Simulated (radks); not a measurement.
Task: Ionisation ladder of dysprosium, from Dy XLV to Dy LXVI. Each ion is in the ground configuration listed by NIST, and IE = E(next ion) - E(this ion), with E = 0 for the bare nucleus. Method: Dirac Kohn-Sham, PBE, spin-unpolarised, spherical densities, point nucleus; open shells are shared between the two j in proportion to 2j + 1; computed with a radial shooting solver on a logarithmic mesh with Libxc functionals.

| species | configuration | IE, Delta-SCF (eV) | <r> HOMO (bohr) |
|---|---|---|---|
| Dy XLV | [Ar] 3d4 | 3583.6 | 0.196 |
| Dy XLVI | [Ar] 3d3 | 3702.7 | 0.194 |
| Dy XLVII | [Ar] 3d2 | 3823.1 | 0.193 |
| Dy XLVIII | [Ar] 3d1 | ? | 0.191 |
| Dy XLIX | [Ar] | 4379.3 | 0.216 |
| Dy L | [Ne] 3s2 3p5 | 4488.6 | 0.215 |
| Dy LI | [Ne] 3s2 3p4 | ? | 0.213 |
| Dy LII | [Ne] 3s2 3p3 | 4708.5 | 0.212 |
| Dy LIII | [Ne] 3s2 3p2 | 4818.9 | 0.211 |
| Dy LIV | [Ne] 3s2 3p1 | ? | 0.210 |
| Dy LV | [Ne] 3s2 | 5317.3 | 0.211 |
| Dy LVI | [Ne] 3s1 | 5423.3 | 0.210 |
| Dy LVII | [Ne] | 12385.6 | 0.0796 |
| Dy LVIII | [He] 2s2 2p5 | 12688.8 | 0.0791 |
| Dy LIX | [He] 2s2 2p4 | 12993.9 | 0.0785 |
| Dy LX | [He] 2s2 2p3 | ? | 0.0780 |
| Dy LXI | [He] 2s2 2p2 | 13608.0 | 0.0775 |
| Dy LXII | [He] 2s2 2p1 | 13915.6 | 0.0770 |
| Dy LXIII | [He] 2s2 | 14989.3 | 0.0850 |
| Dy LXIV | [He] 2s1 | 15244.0 | 0.0846 |
| Dy LXV | [He] | 62036 | 0.0210 |
| Dy LXVI | 1s1 | 63062 | 0.0209 |

Estimate the withheld Delta-SCF values.

Result: Dy XLVIII: 3944.9 eV (NIST 3970); Dy LI: 4598.4 eV (NIST 4523); Dy LIV: 4929.2 eV (NIST 5066); Dy LX: 13300.5 eV (NIST 12986).

Beside tabulated values, note that spin-unpolarised runs miss the spin-polarisation part of the exchange energy of open shells.
